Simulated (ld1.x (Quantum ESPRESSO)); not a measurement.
**lead (Pb), TM: configuration errors across variants**

Pb (Z = 82), norm-conserving Troullier–Martins (Kleinman–Bylander form), made with ld1.x (Quantum ESPRESSO) 7.5 (PBE, fully relativistic). Core [Xe] 4f14 5d10, reference 6s2 6p2. Waves: 6s (bound): rc 1.95 bohr; 6p (bound): rc 2.75 bohr. Local part: all-electron potential smoothed inside 1.65 bohr (lloc = -1). Core correction: Bessel-smoothed model core, default radius (core density twice the valence density).

Open shells are filled in proportion to 2j + 1 (rel_dist='average').

All-electron excitation energies from the reference (eV): (1) 6s2 6p1 6.698; (2) 6s2 6p0 20.303; (3) 6s1 6p0 52.710; (4) 6s1 6p3 8.567; (5) 6s2 6p1.5 2.549.

The default core radius of the base comes out at 1.90 bohr.

Tests that are not counted but printed errors over 1 eV. “base”: 6s1 6p2 (solver errors, printed error -14.0 eV); 6s0 6p4 (solver errors, printed error -66.6 eV). “core correction none”: 6s1 6p2 (solver errors, printed error -2.3 eV). “core correction Bessel-smoothed model core inside 0.76 bohr”: 6s1 6p2 (solver errors, printed error -14.0 eV); 6s0 6p4 (solver errors, printed error -51.9 eV). “core correction Bessel-smoothed model core inside 1.30 bohr”: 6s1 6p2 (solver errors, printed error -50.4 eV); 6s0 6p4 (solver errors, printed error -69.4 eV). “core correction Bessel-smoothed model core inside 1.42 bohr”: 6s1 6p2 (solver errors, printed error -14.0 eV); 6s0 6p4 (solver errors, printed error -67.4 eV).

A true bound ghost makes a file unfit for plane-wave use even where its test errors are small: the radial tests pick states by their node count and pass the ghost by. Where a test does run into it, the solver fails or the error is huge.

Errors AE − PS in meV (a dash: test not solved or not reliable):

| change | (1) | (2) | (3) | (4) | (5) | bound ghosts |
| --- | --- | --- | --- | --- | --- | --- |
| base | -15 | -122 | -621 | -26 | -2.6 | s, p3/2, d |
| core correction none | +13 | +85 | +173 | +610 | +2.5 | s, p3/2, d |
| core correction Bessel-smoothed model core inside 0.76 bohr | -15 | -122 | -622 | -26 | -2.6 | s, p3/2, d |
| core correction Bessel-smoothed model core inside 1.30 bohr | -15 | -122 | -622 | -26 | -2.6 | s, p3/2, d |
| core correction Bessel-smoothed model core inside 1.42 bohr | -15 | -122 | -622 | -26 | -2.6 | s, p3/2, d |
| core correction Bessel-smoothed model core inside 1.64 bohr | -15 | -122 | -622 | -26 | -2.6 | s, p3/2, d |
| core correction Bessel-smoothed model core inside 1.90 bohr | -15 | -122 | -621 | -26 | -2.6 | s, p3/2, d |
| core correction Bessel-smoothed model core inside 2.06 bohr | -15 | -122 | -618 | -25 | -2.6 | s, p3/2, d |
| core correction Bessel-smoothed model core inside 2.28 bohr | -15 | -121 | -610 | -25 | -2.6 | s, p3/2, d |

(1) Give the same row for: core correction Bessel-smoothed model core inside 1.00 bohr.

Answers

(1) -15, -122, -622, -26, -2.6; bound ghosts: s, p3/2, d. Not counted: 6s1 6p2 (solver errors, printed error -50.5 eV); 6s0 6p4 (solver errors, printed error -71.3 eV).
